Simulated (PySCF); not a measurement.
A PySCF script (with the pyscf-properties extension) for the NMR shieldings of SMILES FB(F)OCCC1CCC1, C₆H₁₁BF₂O, on a GFN2-xTB geometry:

```python
import basis_set_exchange as bse
import numpy as np
from pyscf import gto, dft
from pyscf.prop import nmr

atoms = """
F     2.041552   -1.094634    1.894673
B     2.678316   -0.085845    1.304613
F     3.444430    0.639755    2.099166
O     2.605415    0.201602    0.024329
C     1.766849   -0.466799   -0.912533
C     0.509643    0.356529   -1.191956
C    -0.413838    0.420071    0.016798
C    -1.149115   -0.880159    0.392989
C    -2.483197   -0.117551    0.388489
C    -1.773108    1.109305   -0.203630
H     2.362808   -0.577590   -1.822752
H     1.494307   -1.455502   -0.530471
H    -0.013782   -0.101732   -2.033052
H     0.806879    1.367277   -1.478816
H     0.128715    0.844606    0.864333
H    -1.089224   -1.640247   -0.384138
H    -0.859640   -1.323854    1.342408
H    -3.266904   -0.548491   -0.230796
H    -2.881520    0.056978    1.385270
H    -1.920251    2.044803    0.331206
H    -1.997254    1.268420   -1.256603
"""
names = dict.fromkeys(["F", "B", "O", "C", "H"], "pcSseg-1")
basis = {el: gto.basis.parse(bse.get_basis(n, elements=[el], fmt="nwchem")) for el, n in names.items()}
mol = gto.M(atom=atoms, basis=basis, charge=0, verbose=0)
mf = dft.RKS(mol, xc="PBE0")
mf.grids.level = 2
mf.grids.alignment = dft.numint.BLKSIZE   # the property module wants whole blocks of grid points
mf.conv_tol = 1e-9
mf.kernel()

calc = nmr.RKS(mf)   # GIAO
C = mf.mo_coeff
Co = C[:, mf.mo_occ > 0]
resp = mf.gen_response(singlet=True, hermi=2)
def vind(x):   # induced exchange potential for any number of trial vectors
    d = np.einsum("pi,xij,qj->xpq", C, 2 * x.reshape(-1, C.shape[1], Co.shape[1]), Co, optimize=True)
    return np.einsum("xpq,pi,qj->xij", resp(d - d.transpose(0, 2, 1)), C, Co, optimize=True).ravel()
mo1, _ = nmr.rhf.solve_mo1(calc, with_cphf=vind)
sigma = calc.kernel(mo1)
for i, s in enumerate(sigma):   # ppm
    print("%2d %-2s %9.2f" % (i, mol.atom_pure_symbol(i), np.trace(s) / 3))
```

Question: What does it print?

Answer: 
```
 0 F     314.03
 1 B      87.64
 2 F     307.11
 3 O     240.13
 4 C     121.42
 5 C     142.76
 6 C     157.19
 7 C     160.18
 8 C     170.78
 9 C     159.94
10 H      27.64
11 H      27.53
12 H      30.54
13 H      29.76
14 H      29.51
15 H      30.19
16 H      29.37
17 H      29.82
18 H      29.65
19 H      29.44
20 H      29.97
```

These numbers come from an equivalent density-fitted implementation of the same equations, which agrees with the script to about 0.01 ppm for H and up to a few tenths of a ppm for heavy atoms, so last digits may differ.

Size and cost of the density-fitted run: 225 basis functions, 64 s wall time on 1 thread of an Arm Neoverse V1, shared host; peak memory 1.1 GiB.
